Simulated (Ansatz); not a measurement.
Consider the substitution at a C–C bond: `CB1N=C1C` + `C=C1N[SiH2]1` → `C=C1[SiH2]N1C` + `CB1C=N1`.

Gas-phase electronic energies from Ansatz, PBE0-D4/def2-TZVP geometries. CCSD(T)/CBS adds triple-zeta CCSD(T) − MP2 to the extrapolated MP2 energy (def2 sets, frozen cores).

```csv
species,MP2/def2-QZVPP energy (Eh)
`CB1N=C1C`,-197.13276
`C=C1N[SiH2]1`,-422.72676
`C=C1[SiH2]N1C`,-461.95638
`CB1C=N1`,-157.88415
```

Question: Work out ΔE.

Answer: ΔE = (-461.95638) + (-157.88415) − (-197.13276) − (-422.72676) = 0.01899 Eh = +0.52 eV. CCSD(T)/CBS gives +0.52 eV.

Largest T1 diagnostic among the species: 0.014.

Leaving LDA and LC-ωPBE aside and taking each functional with its dispersion term where it has one, the values, not all of them listed here, spread over 0.07 eV, from BLYP-D4 to B97M-V. The D4 term adds −0.04 eV with B3LYP and −0.02 eV with PBE0; it sums over pairs of atoms, weighted by their polarisabilities, and B3LYP, whose exchange is more repulsive, gets the larger term. At CCSD(T), def2-SVP lies −0.08 eV from the extrapolated value and def2-TZVPP −0.01 eV.

B3LYP here is the variant with VWN-RPA as its local correlation; programs differ in this.
